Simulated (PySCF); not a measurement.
Method: PySCF with PBE-D3(BJ)/def2-TZVP // PBE-D3(BJ)/def2-SVP. All species are isolated molecules in the gas phase. 

Reference species: [Co(NH3)4]2+ (excited doublet) (charge +2, multiplicity 2).

highest occupied spin orbital: -13.98 eV
coordination number: 4

Changed species: [Cu(NH3)4]2+ (M = Cu, multiplicity 2; the reference has M = Co, multiplicity 2).

Q: What does the change do to the highest occupied spin orbital and coordination number?

A: the highest occupied spin orbital drops by 0.72 eV, to -14.70 eV; the coordination number hardly moves.
